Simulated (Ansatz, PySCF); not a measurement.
Molecule: sum formula BNH₂Cl₂, net charge 0, singlet state. SMILES: NB(Cl)Cl
Structure (B3LYP-D3(BJ)/def2-TZVP (Ansatz, a program for electronic structure) minimum search):
```xyz
6

B     -0.3399    -0.0733     0.0373
Cl     0.1805     1.5754    -0.3440
Cl     0.8739    -1.3479     0.2283
N     -1.6864    -0.3638     0.1851
H     -2.4032     0.3349     0.0837
H     -2.0181    -1.2886     0.4015
```

Wanted: vertical ionisation energy (to the doublet state of charge +1; each state is the SCF solution reached for its spin), in eV. Correlated levels leave the core frozen unless marked. UHF or UKS for open shells. Spin-orbit coupling is left out. No relativistic terms. CBS marks a two-point X^-3 extrapolation of the correlation energy; Hartree-Fock from the larger set. The bracket is a focal-point correction in the basis named.

| level | program | vertical ionisation energy (eV) | minus last row |
|---|---|---|---|
| HF/aug-cc-pV(D+d)Z | Ansatz | 9.95 | -1.24 |
| SVWN5/def2-TZVPD | Ansatz | 10.62 | -0.57 |
| r2SCAN/def2-TZVPD | Ansatz | 10.58 | -0.61 |
| PBE0/def2-TZVPD | Ansatz | 10.77 | -0.42 |
| wB97M-V/def2-TZVPD | Ansatz | 11.02 | -0.17 |
| MP2/aug-cc-pV(T+d)Z | Ansatz | 11.37 | 0.18 |
| RI-MP2/CBS(aug-cc-pV(T+d)Z,aug-cc-pV(Q+d)Z) | Ansatz | 11.49 | 0.30 |
| CCSD/aug-cc-pV(T+d)Z | Ansatz | 11.05 | -0.14 |
| CCSD(T)/aug-cc-pV(T+d)Z | Ansatz | 11.06 | -0.13 |
| RI-MP2/CBS(aug-cc-pV(T+d)Z,aug-cc-pV(Q+d)Z)+[CCSD(T)-MP2]/aug-cc-pV(T+d)Z | Ansatz | 11.19 | 0.00 |

For comparison, minus the highest occupied orbital energy (PySCF): 10.02 eV at M06-2X/def2-TZVPD, 11.99 eV at HF/def2-TZVPD, 7.55 eV at r2SCAN/def2-TZVPD.
